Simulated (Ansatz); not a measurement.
Nudged elastic band run: FGaH₆Si

input.yaml

```yaml
crystal:
  periodic: [false, false, false]
  atoms:
    - { symbol: Ga, position_ang: [-1.014753, -0.081025, -1.734968] }
    - { symbol: F, position_ang: [0.743031, -0.134102, -1.779893] }
    - { symbol: H, position_ang: [-1.70807, -1.477096, -1.685444] }
    - { symbol: H, position_ang: [-1.628168, 1.346166, -1.872411] }
    - { symbol: H, position_ang: [-0.557955, 0.069745, 0.688105] }
    - { symbol: Si, position_ang: [0.749085, 0.068283, 1.412988] }
    - { symbol: H, position_ang: [1.540505, 1.232563, 0.974787] }
    - { symbol: H, position_ang: [1.443817, -1.203824, 1.141851] }
    - { symbol: H, position_ang: [0.432508, 0.179188, 2.855085] }
basis:
  gaussian: { orbitals: def2-SVP }
hamiltonian:
  xc: hf
neb:
  order_check: false
  images: 5
  f_tol: 0.03
  max_iterations: 60
  final_atoms:
    - { symbol: Ga, position_ang: [-1.01827163, -0.18622986, -0.40623827] }
    - { symbol: F, position_ang: [0.61489427, 0.0961018, -2.17208487] }
    - { symbol: H, position_ang: [-1.58378138, -1.55081514, -0.96181219] }
    - { symbol: H, position_ang: [-1.69896695, 1.15630769, -0.91050333] }
    - { symbol: H, position_ang: [0.46088813, 0.79771993, -2.72557996] }
    - { symbol: Si, position_ang: [0.5498119, -0.10037934, 1.47671211] }
    - { symbol: H, position_ang: [1.47507755, 1.05890435, 1.35147548] }
    - { symbol: H, position_ang: [1.38164732, -1.32812031, 1.58367622] }
    - { symbol: H, position_ang: [-0.18129921, 0.05640886, 2.7644548] }
  initial_path:
    images:
      - { positions_ang: [[-1.014753, -0.081025, -1.734968], [0.743031, -0.134102, -1.779893], [-1.70807, -1.477096, -1.685444], [-1.628168, 1.346166, -1.872411], [-0.557955, 0.069745, 0.688105], [0.749085, 0.068283, 1.412988], [1.540505, 1.232563, 0.974787], [1.443817, -1.203824, 1.141851], [0.432508, 0.179188, 2.855085]] }
      - { positions_ang: [[-1.03956504, -0.064379, -1.47180377], [0.75899664, -0.12193898, -1.83189107], [-1.74605509, -1.44640304, -1.53846428], [-1.6942673, 1.32551312, -1.7070802], [-0.13710879, 0.03430606, 0.21592107], [0.71854793, 0.06292139, 1.32286327], [1.55267434, 1.21524786, 1.10884609], [1.42563969, -1.19219938, 1.27021851], [0.16113763, 0.18682998, 2.63149038]] }
      - { positions_ang: [[-1.06437708, -0.047733, -1.20863954], [0.77496228, -0.10977596, -1.88388914], [-1.78404018, -1.41571009, -1.39148456], [-1.7603666, 1.30486025, -1.54174941], [0.28373741, -0.00113287, -0.25626285], [0.68801085, 0.05755977, 1.23273854], [1.56484368, 1.19793272, 1.24290519], [1.40746238, -1.18057476, 1.39858602], [-0.11023274, 0.19447195, 2.40789576]] }
      - { positions_ang: [[-1.08918912, -0.03108701, -0.94547531], [0.79092792, -0.09761295, -1.93588722], [-1.82202527, -1.38501713, -1.24450484], [-1.82646591, 1.28420737, -1.37641861], [0.70458362, -0.03657181, -0.72844678], [0.65747378, 0.05219816, 1.14261381], [1.57701302, 1.18061758, 1.37696428], [1.38928507, -1.16895014, 1.52695352], [-0.38160311, 0.20211393, 2.18430114]] }
      - { positions_ang: [[-1.06554996, -0.08280129, -0.76572963], [0.73225004, -0.03304136, -2.01461977], [-1.74261064, -1.44028313, -1.15027395], [-1.78396625, 1.24157414, -1.22111352], [0.62335179, 0.24152544, -1.39415784], [0.62158649, 0.00133899, 1.25397991], [1.54303453, 1.1400465, 1.36846801], [1.38673915, -1.22200686, 1.54586109], [-0.31483514, 0.15354558, 2.37768569]] }
      - { positions_ang: [[-1.04191079, -0.13451557, -0.58598395], [0.67357215, 0.03153022, -2.09335232], [-1.66319601, -1.49554913, -1.05604307], [-1.7414666, 1.19894092, -1.06580842], [0.54211996, 0.51962268, -2.0598689], [0.5856992, -0.04952017, 1.36534601], [1.50905604, 1.09947542, 1.35997175], [1.38419323, -1.27506358, 1.56476865], [-0.24806718, 0.10497722, 2.57107025]] }
      - { positions_ang: [[-1.01827163, -0.18622986, -0.40623827], [0.61489427, 0.0961018, -2.17208487], [-1.58378138, -1.55081514, -0.96181219], [-1.69896695, 1.15630769, -0.91050333], [0.46088813, 0.79771993, -2.72557996], [0.5498119, -0.10037934, 1.47671211], [1.47507755, 1.05890435, 1.35147548], [1.38164732, -1.32812031, 1.58367622], [-0.18129921, 0.05640886, 2.7644548]] }
```

Launched with:

```bash
$ ansatz run input.yaml --threads 2 --pin off --max-ram 3072MiB --backend cpu --events-out ev --progress --plain --runs-dir out
```

Output, in part (warnings, iteration lines, the closing report on the highest movable image, with atoms numbered from 0):

```
NEB end point (image 0): max|allowed force component| = 1.612e-2 eV/Å (the criterion of neb.relax_end_points is 1.000e-2)
NEB end point (image 6): max|allowed force component| = 2.201e-2 eV/Å (the criterion of neb.relax_end_points is 1.000e-2)
NEB iter   1: max|band force component| = 1.532e2 eV/Å  barrier→ = 19.4424 eV  barrier← = 18.5101 eV  Δτ_max = 0.2000 Å  (214 SCF iters)
NEB iter   2: max|band force component| = 5.770e1 eV/Å  barrier→ = 7.1601 eV  barrier← = 6.2279 eV  Δτ_max = 0.2000 Å  (159 SCF iters)
NEB iter   3: max|band force component| = 3.071e1 eV/Å  barrier→ = 3.6860 eV  barrier← = 2.7537 eV  Δτ_max = 0.2000 Å  (150 SCF iters)
NEB iter   4: max|band force component| = 1.407e1 eV/Å  barrier→ = 2.3567 eV  barrier← = 1.4244 eV  Δτ_max = 0.1992 Å  (152 SCF iters)
NEB iter   5: max|band force component| = 4.717e0 eV/Å  barrier→ = 2.3506 eV  barrier← = 1.4183 eV  Δτ_max = 0.1985 Å  (149 SCF iters)
NEB iter   6: max|band force component| = 4.084e0 eV/Å  barrier→ = 2.3650 eV  barrier← = 1.4327 eV  Δτ_max = 0.1041 Å  (155 SCF iters)
NEB iter   7: max|band force component| = 1.776e0 eV/Å  barrier→ = 2.3536 eV  barrier← = 1.4213 eV  Δτ_max = 0.1979 Å  (145 SCF iters)
NEB iter   8: max|band force component| = 1.397e0 eV/Å  barrier→ = 2.3991 eV  barrier← = 1.4668 eV  Δτ_max = 0.1013 Å  (149 SCF iters)
NEB iter   9: max|band force component| = 2.689e0 eV/Å  barrier→ = 2.3033 eV  barrier← = 1.3711 eV  Δτ_max = 0.0498 Å  (148 SCF iters)
NEB iter  10: max|band force component| = 2.696e0 eV/Å  barrier→ = 2.1543 eV  barrier← = 1.2220 eV  Δτ_max = 0.1010 Å  (148 SCF iters)
NEB iter  11: max|band force component| = 2.294e0 eV/Å  barrier→ = 1.7429 eV  barrier← = 0.8106 eV  Δτ_max = 0.1990 Å  (152 SCF iters)
NEB iter  12: max|band force component| = 1.454e0 eV/Å  barrier→ = 1.1963 eV  barrier← = 0.2640 eV  Δτ_max = 0.1989 Å  (151 SCF iters)
NEB iter  13: max|band force component| = 7.712e-1 eV/Å  barrier→ = 1.2033 eV  barrier← = 0.2710 eV  Δτ_max = 0.2000 Å  (151 SCF iters)
NEB iter  14: max|band force component| = 4.140e-1 eV/Å  barrier→ = 1.1379 eV  barrier← = 0.2056 eV  CI = image 4  Δτ_max = 0.2000 Å  (154 SCF iters)
NEB iter  15: max|band force component| = 2.044e0 eV/Å  barrier→ = 1.1572 eV  barrier← = 0.2250 eV  CI = image 4  Δτ_max = 0.0998 Å  (150 SCF iters)
NEB iter  16: max|band force component| = 2.380e0 eV/Å  barrier→ = 1.2476 eV  barrier← = 0.3153 eV  CI = image 4  Δτ_max = 0.2000 Å  (145 SCF iters)
NEB iter  17: max|band force component| = 2.769e0 eV/Å  barrier→ = 1.2671 eV  barrier← = 0.3348 eV  CI = image 4  Δτ_max = 0.2000 Å  (152 SCF iters)
NEB iter  18: max|band force component| = 3.119e0 eV/Å  barrier→ = 1.4094 eV  barrier← = 0.4771 eV  CI = image 4  Δτ_max = 0.2000 Å  (145 SCF iters)
NEB iter  19: max|band force component| = 3.130e0 eV/Å  barrier→ = 1.7645 eV  barrier← = 0.8323 eV  CI = image 4  Δτ_max = 0.2000 Å  (142 SCF iters)
NEB iter  20: max|band force component| = 2.238e0 eV/Å  barrier→ = 2.0252 eV  barrier← = 1.0929 eV  CI = image 4  Δτ_max = 0.1957 Å  (140 SCF iters)
NEB iter  21: max|band force component| = 2.471e0 eV/Å  barrier→ = 2.9060 eV  barrier← = 1.9737 eV  CI = image 4  Δτ_max = 0.1013 Å  (141 SCF iters)
NEB iter  22: max|band force component| = 2.440e0 eV/Å  barrier→ = 2.7944 eV  barrier← = 1.8621 eV  CI = image 4  Δτ_max = 0.1882 Å  (149 SCF iters)
NEB iter  23: max|band force component| = 2.527e0 eV/Å  barrier→ = 2.5181 eV  barrier← = 1.5858 eV  CI = image 4  Δτ_max = 0.0910 Å  (148 SCF iters)
NEB iter  24: max|band force component| = 1.286e0 eV/Å  barrier→ = 2.3422 eV  barrier← = 1.4099 eV  CI = image 4  Δτ_max = 0.1086 Å  (146 SCF iters)
NEB iter  25: max|band force component| = 6.399e-1 eV/Å  barrier→ = 2.2660 eV  barrier← = 1.3338 eV  CI = image 4  Δτ_max = 0.1746 Å  (137 SCF iters)
NEB iter  26: max|band force component| = 2.629e-1 eV/Å  barrier→ = 2.2358 eV  barrier← = 1.3035 eV  CI = image 4  Δτ_max = 0.0730 Å  (142 SCF iters)
NEB iter  27: max|band force component| = 1.152e-1 eV/Å  barrier→ = 2.2288 eV  barrier← = 1.2965 eV  CI = image 4  Δτ_max = 0.0747 Å  (131 SCF iters)
NEB iter  28: max|band force component| = 5.493e-2 eV/Å  barrier→ = 2.2250 eV  barrier← = 1.2927 eV  CI = image 4  Δτ_max = 0.0497 Å  (131 SCF iters)
NEB iter  29: max|band force component| = 4.717e-2 eV/Å  barrier→ = 2.2237 eV  barrier← = 1.2914 eV  CI = image 4  Δτ_max = 0.0526 Å  (122 SCF iters)
NEB iter  30: max|band force component| = 6.165e-2 eV/Å  barrier→ = 2.2226 eV  barrier← = 1.2903 eV  CI = image 4  Δτ_max = 0.0263 Å  (122 SCF iters)
NEB iter  31: max|band force component| = 5.079e-2 eV/Å  barrier→ = 2.2215 eV  barrier← = 1.2892 eV  CI = image 4  Δτ_max = 0.0263 Å  (124 SCF iters)
NEB iter  32: max|band force component| = 5.064e-2 eV/Å  barrier→ = 2.2205 eV  barrier← = 1.2882 eV  CI = image 4  Δτ_max = 0.0263 Å  (124 SCF iters)
NEB iter  33: max|band force component| = 7.520e-2 eV/Å  barrier→ = 2.2198 eV  barrier← = 1.2876 eV  CI = image 4  Δτ_max = 0.0132 Å  (125 SCF iters)
NEB iter  34: max|band force component| = 1.926e-2 eV/Å  barrier→ = 2.2197 eV  barrier← = 1.2874 eV  CI = image 4  Δτ_max = 0.0000 Å  (272 SCF iters)
Total energy: -62984.11118891 eV, -2314.6233940286 hartree
Atom 0 at    -1.184304    -0.165042    -0.963709 Å, force     0.005637     0.002582     0.016756 eV/Å
Atom 1 at     0.495511     0.503205    -1.579331 Å, force    -0.005410     0.001321    -0.014972 eV/Å
Atom 2 at    -1.395531    -1.607433    -1.545641 Å, force    -0.001256    -0.001594    -0.001015 eV/Å
Atom 3 at    -2.229294     1.006130    -0.980454 Å, force    -0.000489    -0.000699    -0.000824 eV/Å
Atom 4 at     1.199467     0.459355    -0.403584 Å, force     0.016815    -0.004338     0.009428 eV/Å
Atom 5 at     0.219172    -0.181346     1.176958 Å, force    -0.016464    -0.000854    -0.012242 eV/Å
Atom 6 at     1.613122     0.411492     0.365474 Å, force    -0.001769     0.008245    -0.002705 eV/Å
Atom 7 at     0.983285    -1.323360     1.736892 Å, force     0.003191    -0.006581     0.002626 eV/Å
Atom 8 at     0.298572     0.896896     2.193494 Å, force    -0.000254     0.001918     0.002948 eV/Å
Dipole moment:     0.189549    -0.075668     0.617232 e Å
```

It converged. Neighbouring images differ by up to 1.4 eV, so the band resolves the path poorly. A vibrational analysis at the climbing image gives one clearly imaginary mode, 823i cm⁻¹: a first-order saddle point. The orbitals stay closed-shell, which can raise the energy where a bond breaks towards radicals; this wasn't checked here.

Final band (atoms are numbered from 1 in the order of the input):

| image | path coordinate (Å) | energy (eV) | Ga1–F2 (Å) | H5–Si6 (Å) | Ga1–Si6 (Å) |
| --- | --- | --- | --- | --- | --- |
| 0 | 0.00 | 0.00 | 1.76 | 1.49 | 3.61 |
| 1 | 1.42 | 0.04 | 1.75 | 1.49 | 3.92 |
| 2 | 2.84 | 0.05 | 1.75 | 1.49 | 3.99 |
| 3 | 4.26 | 0.83 | 1.77 | 1.46 | 3.22 |
| 4 | 5.68 | 2.22 | 1.91 | 1.97 | 2.56 |
| 5 | 7.44 | 0.95 | 2.44 | 3.33 | 2.46 |
| 6 | 9.21 | 0.93 | 2.42 | 4.30 | 2.45 |

Run time: 2.7 min on 2 threads of AMD EPYC 7B13 (Zen 3) (shared host), peak memory 0.21 GiB.
